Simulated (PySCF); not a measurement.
**C4H3FNOS: g tensor and hyperfine couplings**

Compound: C₄H₃FNOS (doublet state).
Structure used (GFN2-xTB), in Å, numbered top down from 1:
```
atom  x, y, z in Å
N1    -2.5545   -0.2703    0.5279
C2    -1.6745   -0.1788   -0.1938
C3    -0.5269   -0.0321   -1.0623
C4     0.4777    0.8937   -0.4230
S5     0.8149    2.3902   -1.0352
O6     1.1239    0.5513    0.6918
C7     1.1417   -0.5330    1.3862
F8     0.4390   -1.6211    1.0562
H9    -0.1018   -1.0226   -1.2576
H10   -0.8503    0.4112   -2.0066
H11    1.7164   -0.5858    2.2904
```

The hyperfine couplings belong to this conformer and change with its torsions.

As a line formula: `N#CCC(=S)O[CH]F` [radical].

The calculation used UKS B3LYP, pcH-1 on C F H N O S, non-relativistic, mean-field spin-orbit, GIAO in PySCF. One conformer (not necessarily the lowest) at the GFN2-xTB geometry, without solvent, vibrations or thermal averaging. A GFN2-xTB geometry isn't a minimum of the functional, and hyperfine couplings can be far from their values at a DFT geometry. No stability test was run, so a lower SCF solution isn't excluded.

* g1, g2, g3: 2.00199, 2.00635, 2.01717
* g_iso: 2.00850
* Form of g: rhombic: the two nearest values differ by 29 % of g3 − g1
* ⟨S²⟩: 0.7674 (exact 0.7500)
* α and β electrons: 34, 33
* HOMO–LUMO gap, α and β orbitals: 3.53, 3.60 eV
* Total energy: -782.14203 Eh
* Basis functions: 240

Hyperfine couplings atom by atom, in MHz; T1 to T3 are the principal values of the dipolar part:

```tsv
atom	isotope	a_iso	of which spin–orbit	T1	T2	T3	Mulliken spin population
N1	14N	0.0	0.0	-0.3	0.0	0.2	0.00
C2	13C	-1.1	0.0	-0.5	-0.2	0.7	0.00
C3	13C	-1.7	0.0	-0.5	-0.2	0.8	0.00
C4	13C	0.5	0.1	-3.7	-0.8	4.5	-0.02
S5	33S	5.5	0.6	-26.8	-26.0	52.8	0.30
O6	17O	0.8	0.1	-9.1	2.4	6.8	-0.02
C7	13C	90.2	-0.1	-74.6	-73.1	147.7	0.74
F8	19F	130.3	0.1	-211.0	-173.7	384.7	0.05
H9	1H	-1.7	0.0	-2.4	-1.3	3.7	0.00
H10	1H	0.0	0.0	-1.4	-0.1	1.5	0.00
H11	1H	-70.6	0.0	-33.3	-0.9	34.2	-0.04
```

Largest spin populations (Mulliken): C7 (+0.74) and S5 (+0.30). The angles at C7 add up to 360.0°, so it is planar; its axial dipolar tensor and the negative coupling of its proton fit spin in a p orbital normal to that plane.

Axes: g3 points within 6° of the O6–C7 bond.

Under fast tumbling the dipolar parts average out, and these isotropic splittings remain: 1 × 19F (F8, I = 1/2, 2 lines) with 4.63 mT and 1 × 1H (H11, I = 1/2, 2 lines) with 2.51 mT.

The 33S coupling of S5 (5.5 MHz) shows only in satellite lines or after enrichment, since that isotope makes up about 0.76 % of natural sulfur.

The 13C coupling of C7 (90.2 MHz) shows only in satellite lines or after enrichment, since that isotope makes up about 1.07 % of natural carbon.

Examples of negative spin density at the nucleus (bohr⁻³): H11 (-0.0158), C3 (-0.0015) and O6 (-0.0013).
